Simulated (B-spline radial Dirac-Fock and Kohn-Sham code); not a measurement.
Relativistic shifts of the levels of Ta⁶⁴⁺

System: the Ta⁶⁴⁺ ion, configuration [He] 2s2 2p5.

Both columns are ΔSCF binding energies of the configuration average from a radial atomic solver: non-relativistic Hartree-Fock with a point nucleus, and Dirac-Fock with a finite nucleus and the Coulomb interaction alone, averaged over the two j levels with weights 2j+1.

| shell | Hartree-Fock (eV) | Dirac-Fock (eV) | shift (eV) | shift (%) |
| --- | --- | --- | --- | --- |
| 1s | 68270.3 | 73814.3 | +5544.05 | +8.12 |
| 2s | 15647.4 | 17252.8 | +1605.41 | +10.26 |
| 2p | 15316.4 | 15944.3 | +627.99 | +4.10 |

Relativity binds 1s, 2s, 2p more strongly, among those listed most of all 2s in relative terms.

Values without a named source are computed, but for edge energies of neutral atoms, which are taken from tables.
